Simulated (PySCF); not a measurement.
A PySCF script (with the pyscf-properties extension) for the NMR shieldings of `CC(C)N1CCCN1`, C6H14N2, on a GFN2-xTB geometry:

```python
import basis_set_exchange as bse
import numpy as np
from pyscf import gto, dft
from pyscf.prop import nmr

atoms = """
C    -2.081747    1.273953    0.366467
C    -1.188191    0.351099   -0.458517
C    -1.433207   -1.110879   -0.068476
N     0.183649    0.825907   -0.323545
C     1.181422    0.227243   -1.204347
C     1.984255   -0.780145   -0.354682
C     1.542057   -0.453249    1.087081
N     0.686086    0.733387    1.001667
H    -1.945477    2.303920    0.049141
H    -1.809571    1.197430    1.415179
H    -3.125866    0.998767    0.245102
H    -1.431442    0.478138   -1.520911
H    -0.769367   -1.778789   -0.612615
H    -2.459443   -1.384451   -0.303638
H    -1.277077   -1.244531    0.998424
H     0.709251   -0.231732   -2.071760
H     1.839787    1.030471   -1.556531
H     1.739699   -1.808457   -0.616724
H     3.055949   -0.640074   -0.488341
H     2.385501   -0.263730    1.751023
H     0.957710   -1.275671    1.507612
H     1.245611    1.570775    1.157542
"""
names = dict.fromkeys(["C", "N", "H"], "pcSseg-1")
basis = {el: gto.basis.parse(bse.get_basis(n, elements=[el], fmt="nwchem")) for el, n in names.items()}
mol = gto.M(atom=atoms, basis=basis, charge=0, verbose=0)
mf = dft.RKS(mol, xc="PBE0")
mf.grids.level = 2
mf.grids.alignment = dft.numint.BLKSIZE   # the property module wants whole blocks of grid points
mf.conv_tol = 1e-9
mf.kernel()

calc = nmr.RKS(mf)   # GIAO
C = mf.mo_coeff
Co = C[:, mf.mo_occ > 0]
resp = mf.gen_response(singlet=True, hermi=2)
def vind(x):   # induced exchange potential for any number of trial vectors
    d = np.einsum("pi,xij,qj->xpq", C, 2 * x.reshape(-1, C.shape[1], Co.shape[1]), Co, optimize=True)
    return np.einsum("xpq,pi,qj->xij", resp(d - d.transpose(0, 2, 1)), C, Co, optimize=True).ravel()
mo1, _ = nmr.rhf.solve_mo1(calc, with_cphf=vind)
sigma = calc.kernel(mo1)
for i, s in enumerate(sigma):   # ppm
    print("%2d %-2s %9.2f" % (i, mol.atom_pure_symbol(i), np.trace(s) / 3))
```

Task: What are the results?

Result: 
```
 0 C     161.90
 1 C     126.64
 2 C     167.52
 3 N     145.92
 4 C     131.30
 5 C     154.62
 6 C     134.40
 7 N     162.03
 8 H      30.45
 9 H      29.81
10 H      30.98
11 H      29.00
12 H      30.96
13 H      31.00
14 H      30.82
15 H      28.79
16 H      28.53
17 H      29.70
18 H      29.87
19 H      28.82
20 H      28.88
21 H      28.98
```

These numbers come from an equivalent density-fitted implementation of the same equations, which agrees with the script to about 0.01 ppm for H and up to a few tenths of a ppm for heavy atoms, so last digits may differ.

Task: Turn these shieldings into chemical shifts. References, each an isolated molecule treated in the same way: TMS for 13C (σref 186.93), 1H (σref 31.72); 15N (σref 267.73) against NH3.

Result: Averaging equivalent atoms: C 1: 60.3; C 4: 55.6; C 6: 52.5; C 5: 32.3; C 0/2: 22.2; N 3: 121.8; N 7: 105.7; H 15/16: 3.06; H 19/20: 2.87; H 21: 2.73; H 11: 2.71; H 17/18: 1.93; H 8/9/10/12/13/14: 1.05 ppm. Experimental scales use liquid or dissolved standards, which lie at an offset from isolated NH3 (liquid NH3: subtract about 20 ppm).

Size and cost of the density-fitted run: 206 basis functions, 38 s wall time on 1 thread of an Arm Neoverse V1, shared host.
